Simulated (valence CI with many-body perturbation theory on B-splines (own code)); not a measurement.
**Energy levels of Fe5+**

Level of theory: relativistic CI+MBPT: three valence electrons over a frozen Dirac-Fock core [Ar], a basis of 7 s, 7 p, 8 d, 6 f, 4 g, 1 h functions for each j, with the one-electron correlation potential Σ1, the two-electron term Σ2, the three-electron term Σ3, Breit, model QED; selected CI, second order for the rest, scaled by the run's own slope (own B-spline code, finite nucleus).

Against 33 measured levels this calculation errs by 605 cm⁻¹ on average and by 1216 at most. Only levels of the ground parity were solved; by the run's estimate the other parity begins above the list, which can be wrong where configurations are misplaced.

Levels 1 to 34 of 34, with energies above the lowest level, 3d3 4F_3/2. "Leading %" is the weight of the configuration and term that name the level; weights of strongly mixed levels are sums over their largest components and can fall short, so below about 35 % the name and the second component can differ from the true leading terms, or belong to a minority configuration. Lifetimes count E1, E2, E3, M1 and M2 decay at the calculated energies, and are blank where another channel may lead or the interval is too uncertain; long ones can be off by a factor of two.

| No. | Configuration | Term | J | E (eV) | Leading % | Lifetime | g | Second component |
| --- | --- | --- | --- | --- | --- | --- | --- | --- |
| 1 | 3d3 | 4F | 3/2 | 0.000 | 100 |  | 0.399 |  |
| 2 | 3d3 | 4F | 5/2 | 0.063 | 100 | 177 s | 1.028 |  |
| 3 | 3d3 | 4F | 7/2 | 0.146 | 100 | 75.8 s | 1.238 |  |
| 4 | 3d3 | 4F | 9/2 | 0.246 | 100 | 69.9 s | 1.333 |  |
| 5 | 3d3 | 4P | 1/2 | 2.405 | 99 | 10.5 s | 2.651 |  |
| 6 | 3d3 | 4P | 3/2 | 2.430 | 97 | 11.1 s | 1.724 |  |
| 7 | 3d3 | 4P | 5/2 | 2.513 | 100 | 11.3 s | 1.600 |  |
| 8 | 3d3 | 2G | 7/2 | 2.518 | 100 | 2.14 s | 0.888 |  |
| 9 | 3d3 | 2G | 9/2 | 2.602 | 97 | 1.26 s | 1.107 |  |
| 10 | 3d3 | 2P | 3/2 | 3.327 | 58 | 844 ms | 1.128 | 40 % 3d3 2D |
| 11 | 3d3 | 2P | 1/2 | 3.360 | 99 | 2.87 s | 0.684 |  |
| 12 | 3d3 | 2H | 9/2 | 3.456 | 98 |  | 0.913 |  |
| 13 | 3d3 | 2H | 11/2 | 3.514 | 100 | 9.62 s | 1.091 |  |
| 14 | 3d3 | 2D | 5/2 | 3.608 | 99 | 783 ms | 1.201 |  |
| 15 | 3d3 | 2D | 3/2 | 3.625 | 60 | 711 ms | 1.015 | 40 % 3d3 2P |
| 16 | 3d3 | 2F | 7/2 | 5.762 | 100 | 1.05 s | 1.143 |  |
| 17 | 3d3 | 2F | 5/2 | 5.810 | 100 | 1.36 s | 0.857 |  |
| 18 | 3d3 | 2D | 5/2 | 9.025 | 99 | 53.8 ms | 1.200 |  |
| 19 | 3d3 | 2D | 3/2 | 9.066 | 99 |  | 0.799 |  |
| 20 | 3d2.4s | 4F | 3/2 | 32.339 | 99 | 12.2 μs | 0.399 |  |
| 21 | 3d2.4s | 4F | 5/2 | 32.404 | 99 | 12.1 μs | 1.027 |  |
| 22 | 3d2.4s | 4F | 7/2 | 32.499 | 99 | 12.1 μs | 1.238 |  |
| 23 | 3d2.4s | 4F | 9/2 | 32.621 | 99 | 12.1 μs | 1.333 |  |
| 24 | 3d2.4s | 2F | 5/2 | 33.229 | 98 | 8.15 μs | 0.858 |  |
| 25 | 3d2.4s | 2F | 7/2 | 33.418 | 98 | 8.12 μs | 1.143 |  |
| 26 | 3d2.4s | 2D | 5/2 | 34.777 | 75 | 9.88 μs | 1.296 | 24 % 3d2.4s 4P |
| 27 | 3d2.4s | 2D | 3/2 | 34.812 | 85 | 9.94 μs | 0.929 | 13 % 3d2.4s 4P |
| 28 | 3d2.4s | 4P | 1/2 | 34.883 | 99 | 9.48 μs | 2.668 |  |
| 29 | 3d2.4s | 4P | 3/2 | 34.943 | 86 | 9.53 μs | 1.611 | 13 % 3d2.4s 2D |
| 30 | 3d2.4s | 4P | 5/2 | 35.052 | 75 | 9.57 μs | 1.504 | 24 % 3d2.4s 2D |
| 31 | 3d2.4s | 2P | 1/2 | 35.679 | 99 | 8.39 μs | 0.668 |  |
| 32 | 3d2.4s | 2P | 3/2 | 35.767 | 97 | 8.40 μs | 1.327 |  |
| 33 | 3d2.4s | 2G | 9/2 | 36.091 | 99 | 9.16 μs | 1.111 |  |
| 34 | 3d2.4s | 2G | 7/2 | 36.093 | 99 | 9.19 μs | 0.888 |  |

Names give the largest LS component (configuration and term), which can be under half, so a name can repeat, a term be missing and a line seem to break the LS rules; names also repeat where a configuration has a term twice.

The ionisation energy to 3d2 3F_2 of the next ion comes out as 98.723 eV (NIST: 98.985 ± 0.015 eV (measured)). All 34 levels together are meant to be complete up to 37.110 eV.
